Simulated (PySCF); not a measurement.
C2H9BN2O, SMILES NB(NCC)O. Atoms are numbered in the order given.

```xyz
15

C     -2.1606    -0.8485    -0.3961
C     -1.3066     0.3352    -0.8354
N     -0.3414     0.7654     0.1439
B      0.9477     0.1779     0.3396
N      1.4281    -0.8647    -0.4925
O      1.7911     0.6093     1.3457
H     -1.5250    -1.7148    -0.1557
H     -2.7381    -0.6014     0.5089
H     -2.8734    -1.1477    -1.1813
H     -0.7695     0.0788    -1.7651
H     -1.9613     1.1814    -1.1084
H     -0.7232     1.3584     0.8694
H      2.3684    -1.2154    -0.3879
H      0.8940    -1.3098    -1.2213
H      1.4562     1.3806     1.8071
```

Geometry: PBE0-D3(BJ)/def2-SVP. The structure was generated by enumeration, and PubChem lists no compound with its InChIKey, so it may never have been made. Other conformers were not sampled.

Two levels are set side by side: PBE/pcSseg-1 (PySCF) and B3LYP/pcSseg-1 (PySCF). GIAO shifts against BF3 (¹¹B), H2O (¹⁷O), NH3 (¹⁵N), TMS (¹H), TMS (¹³C) at the same level; non-relativistic, no solvent, atoms listed together averaged. Differences are taken from unrounded values.

| quantity | B3LYP |
|---|---|
| δ(¹³C) of C1 (ppm) | 23.7 |
| δ(¹³C) of C2 (ppm) | 42.3 |
| δ(¹⁵N) of N3 (ppm) | 74.2 |
| δ(¹¹B) of B4 (ppm) | 10.6 |
| δ(¹⁵N) of N5 (ppm) | 46.4 |
| δ(¹⁷O) of O6 (ppm) | 77.7 |
| δ(¹H) of H10, H11 (ppm) | 2.95 |
| δ(¹H) of H12 (ppm) | 1.30 |
| δ(¹H) of H15 (ppm) | 1.87 |

Question: What does PBE give, and how far is it from B3LYP? (The exact figures need the calculation; the answer reports its results.)

Answer: 
| quantity | PBE | PBE minus B3LYP |
|---|---|---|
| δ(¹³C) of C1 (ppm) | 23.1 | -0.6 |
| δ(¹³C) of C2 (ppm) | 43.0 | 0.7 |
| δ(¹⁵N) of N3 (ppm) | 78.4 | 4.2 |
| δ(¹¹B) of B4 (ppm) | 8.6 | -2.0 |
| δ(¹⁵N) of N5 (ppm) | 48.5 | 2.1 |
| δ(¹⁷O) of O6 (ppm) | 83.6 | 5.8 |
| δ(¹H) of H10, H11 (ppm) | 3.04 | 0.09 |
| δ(¹H) of H12 (ppm) | 1.40 | 0.09 |
| δ(¹H) of H15 (ppm) | 1.80 | -0.07 |

Rough cost on one machine, each run with all the roots and properties that it gave: B3LYP against PBE within a factor of 2.
